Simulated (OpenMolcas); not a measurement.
An atom or ion with 4 electrons was computed by XMS-CASPT2, IPEA 0.25 Eh, imaginary shift 0.1 Eh with spin-orbit coupling (OpenMolcas, ANO-RCC-VTZP, DKH2). The lowest levels that the run gave, each within 12 % of the measured value where one is at hand:

```
J  Parity  E (eV)      g
0    even  0.0000       
0     odd   4.630       
1     odd   4.631  1.501
2     odd   4.633  1.501
1     odd   9.269  1.000
0    even  12.296       
1    even  12.297  1.501
2    even  12.299  1.501
2    even  12.632  1.000
```

Problem. Which ion is it, and what are the configurations and terms?

Solution. B+ (Z = 5, charge +1; active space 2 electrons in 8 orbitals (2s 2p 3s 3p)). J, parity and g give the terms where levels are pure, and mixed ones are named by the computed weights; the size of the splittings, set against known spectra of the 4-electron sequence, gives the charge. In order, with the measured energies in eV (NIST Handbook of Basic Atomic Spectroscopic Data): 2s2 1S0, 2s 2p 3P* 0 (4.6290), 2s 2p 3P* 1 (4.6298), 2s 2p 3P* 2 (4.6318), 2s 2p 1P* 1 (9.1000), 2p2 3P0 (12.2634), 2p2 3P1 (12.2645), 2p2 3P2 (12.2662), 2p2 1D2 (12.6914).

Term energies are means over components that CASPT2 splits; among the terms shown or strongly mixed into the levels shown the widest spread is 15 cm-1 (2p2 1D). Over all roots computed the reference weight is 0.93 to 1.00; the roots of lowest weight are the least certain, and an intruder state may touch them. Active for correlation alone: 3p 3s; no level in the range computed is led by a configuration that fills them, so any true level of that kind is missing. Computed and measured levels are paired by configuration, term and J; levels that our copy of the source lacks, or whose pairing is in doubt (as where it misses far off the trend of its configuration), stay unpaired and out of the deviations. Only configurations of the active space appear.

* marks odd parity.
